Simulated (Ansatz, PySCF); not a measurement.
Gas-phase reaction 4 R1 + R2 → 2 P1 + 2 P2, each structure at its B3LYP-D3(BJ)/def2-TZVP stationary point, reached from a drawn start (curvature not checked).
R1: HCl (SMILES Cl), charge 0, multiplicity 1.
P1, Cl2 (SMILES ClCl) (charge 0, multiplicity 1):
```json
[
 {"atom": "Cl", "x (Å)": "1.0068", "y (Å)": "0.0000", "z (Å)": "0.0000"},
 {"atom": "Cl", "x (Å)": "-1.0068", "y (Å)": "0.0000", "z (Å)": "0.0000"}
]
```
R2, O2 (SMILES O=O) (charge 0, multiplicity 3):
```xyz
2

O     -0.602     0.000     0.000
O      0.602     0.000     0.000
```
P2, H2O (SMILES O) (charge 0, multiplicity 1):
```json
[
 {"atom": "O", "x (Å)": "0.0071", "y (Å)": "0.3896", "z (Å)": "0.0000"},
 {"atom": "H", "x (Å)": "-0.7684", "y (Å)": "-0.1808", "z (Å)": "0.0000"},
 {"atom": "H", "x (Å)": "0.7613", "y (Å)": "-0.2089", "z (Å)": "0.0000"}
]
```

P less R. No zero-point or thermal terms; singlets are restricted closed shells; open shells are unrestricted; no spin–orbit coupling.

Correlated levels freeze the cores.

The values were computed with Ansatz (Gaussian orbitals); PySCF for the D3/D4 terms. No computed number here is a measurement.

The comparison value is -128.2 kJ/mol (CCSD(T)/cc-pV(Q+d)Z). It is a level with limits of its own, not the exact answer.

Task: Order these levels by how close they come to the comparison value for the reaction energy, closest first: PBE-D4/def2-TZVPP, SVWN5/def2-TZVPP, revPBE-D4/def2-TZVPP, r2SCAN-D3(BJ)/def2-TZVPP, CAM-B3LYP-D3(BJ)/def2-TZVPP. Give each level's value less the comparison value.

Result: PBE-D4/def2-TZVPP (7.1 kJ/mol), CAM-B3LYP-D3(BJ)/def2-TZVPP (17.5 kJ/mol), revPBE-D4/def2-TZVPP (22.1 kJ/mol), r2SCAN-D3(BJ)/def2-TZVPP (35.5 kJ/mol), SVWN5/def2-TZVPP (-38.7 kJ/mol)

Ansatz is a program for electronic structure.
